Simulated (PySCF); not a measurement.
C6H6O, SMILES C1C(=C=C)COC=1. Atoms are numbered in the order given.

```xyz
13

C      0.0093    -2.9739     0.0000
C      0.0410    -1.6650     0.0000
C      0.0606    -0.3471     0.0000
C      1.2052     0.5694     0.0000
C      0.7140     1.8244     0.0000
O     -0.6378     1.9118     0.0000
C     -1.1630     0.5707     0.0000
H     -0.0027    -3.5530    -0.9332
H     -0.0027    -3.5530     0.9332
H      2.2520     0.2778     0.0000
H      1.2382     2.7804     0.0000
H     -1.7925     0.4408     0.8953
H     -1.7925     0.4408    -0.8953
```
Charge 0, spin multiplicity 1.

Geometry: B3LYP-D3(BJ)/def2-SVP. This is a generated structure with no PubChem entry under its InChIKey; it may be hypothetical. One conformer was computed; it need not be the lowest.

The numbers are results of SMD-PBE0/def2-SVP run with PySCF, not measurements.

Solvation free energies are E(SMD) − E(gas) at the gas-phase geometry, for 1 M in both phases. In vacuum the dipole moment is 0.24 D.

**Question.** Rank water, dichloromethane, n-hexane by solvation free energy, most negative first.

**Answer.** dichloromethane (-5.5 kcal/mol), n-hexane (-3.9 kcal/mol), water (-1.1 kcal/mol)
